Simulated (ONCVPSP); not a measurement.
## How hard is this tin ONCV potential?

tin (Sn), optimised norm-conserving Vanderbilt (ONCV), made with ONCVPSP 4.0.1 (LDA (Perdew-Wang 92), scalar-relativistic). Core [Ar] 3d10, reference 4s2 4p6 4d10 5s2 (charge +2). Waves: 4s+5s: rc 1.15 bohr, ncon 4, nbas 9, qcut 10.6 1/bohr, 2 projectors; 4p: rc 1.05 bohr, ncon 4, nbas 7, qcut 6.7 1/bohr, 2 projectors, debl 1.9 Ha; 4d: rc 1.40 bohr, ncon 5, nbas 10, qcut 12.6 1/bohr, 3 projectors, debl 3.1 Ha. Local part: polynomial inside 0.80 bohr (lpopt 3, dvloc0 3 Ha). Core correction: none.

In the p channel the program set the typed energies aside and used -3.938, 0.250 Ha.

Problem. For each optimised wave give the share of its norm inside rc, the residual kinetic energy above qcut (Ha) and the cutoffs (Ha) for errors of 10, 1, 0.1 and 0.01 mHa per electron.

Solution.

| wave | norm inside rc | residual KE | 10 mHa | 1 mHa | 0.1 mHa | 0.01 mHa |
| --- | --- | --- | --- | --- | --- | --- |
| 4s | 0.882 | 9.5e-06 | 35.8 | 43.8 | 50.0 | 57.4 |
| 5s | 0.058 | 6.1e-06 | 31.1 | 41.2 | 48.6 | 54.7 |
| 4p | 0.731 | 1.0e-02 | 24.4 | 117.0 | 140.4 | 195.3 |
| p projector 2 | 0.024 | 1.1e-03 | 14.2 | 27.0 | 70.4 | 128.1 |
| 4d | 0.785 | 9.5e-09 | 35.5 | 45.4 | 53.6 | 60.9 |
| d projector 2 | 0.050 | 2.3e-08 | 30.0 | 41.3 | 51.3 | 60.4 |
| d projector 3 | 0.057 | 2.2e-07 | 33.7 | 45.6 | 56.4 | 66.0 |

The occupied waves need 117 Ha and 140 Ha for 1 and 0.1 mHa.
